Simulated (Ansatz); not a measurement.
A structure relaxed at r2SCAN-D4/def2-SVPD in Ansatz, charge -1, singlet:

Cartesian coordinates in Å:
```
Na -2.241 0.381 1.311
Na -0.916 3.536 0.830
Na -1.178 1.393 -1.885
Sn 1.573 -0.381 -2.128
Sn 0.200 -1.683 2.057
Sn -0.735 -1.635 -0.755
Sn 2.192 -2.264 0.010
Sn 1.106 0.653 0.561
```

Question: Give its formula and point group.

Answer: the cluster Na₃Sn₅⁻. Point group Cs (tolerance 0.1 Å).

Question: Summarise the bond lengths by kind (pairs closer than 1.2 times the sum of covalent radii, bridged metal pairs left out).

Answer: 9 × Sn–Sn 2.92 to 3.22 Å; 7 × Na–Sn 3.26 to 3.53 Å; 3 × Na–Na 3.46 to 3.52 Å.

In the def2 sets Sn takes a core potential; there is no spin–orbit coupling. The restricted singlet is unstable towards broken spin symmetry in Hartree–Fock (as tested in another run); at r2SCAN-D4/def2-SVPD this wasn't settled. Another isomer (singlet) lies 0.13 eV lower at PBE0-D4/def2-SVP; other spin states weren't run for this one.
